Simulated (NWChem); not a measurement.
Species: C3H5ClSi; SMILES C#CC[SiH2]Cl

```xyz
10

C      1.0491    -2.6328    -0.3103
C      0.1683    -1.9215     0.1106
C     -0.8833    -1.0310     0.5831
Si    -0.8833     0.6497    -0.3018
Cl     0.8218     1.7340     0.1877
H      1.8274    -3.2665    -0.6698
H     -1.8757    -1.4777     0.4176
H     -0.7981    -0.8590     1.6647
H     -2.0585     1.4382     0.1470
H     -0.9092     0.4680    -1.7710
```
Atoms are numbered in this order, from 1.

All runs: NWChem. Pople sets run with spherical d functions. Geometry: optimised at B3LYP/6-31G* (spherical d). GIAO values for the isolated, static molecule; σ is the absolute isotropic shielding, δ = σ(reference) − σ with the isolated reference molecule computed at the same levels (13C: tetramethylsilane, 1H: tetramethylsilane).

```tsv
level	δ C1 (ppm)	δ C2 (ppm)	δ C3 (ppm)	σ Cl5 (ppm)	δ H7 (ppm)	δ H8 (ppm)	δ H10 (ppm)
PBE/pcSseg-1	72.3	79.4	11.0	974.0	1.77	2.07	5.33
B3LYP/6-311G**	71.6	79.0	9.9	969.0	1.70	1.97	5.30
BHandHLYP/pcSseg-1	76.4	81.0	7.6	1004.7	1.53	1.85	4.90
PBE0/pcSseg-1	75.9	80.9	…	…	…	1.97	…
```

Some entries are withheld; supply them.


- PBE0/pcSseg-1, δ C3 (ppm): 9.0
- PBE0/pcSseg-1, σ Cl5 (ppm): 995.3
- PBE0/pcSseg-1, δ H7 (ppm): 1.64
- PBE0/pcSseg-1, δ H10 (ppm): 5.17
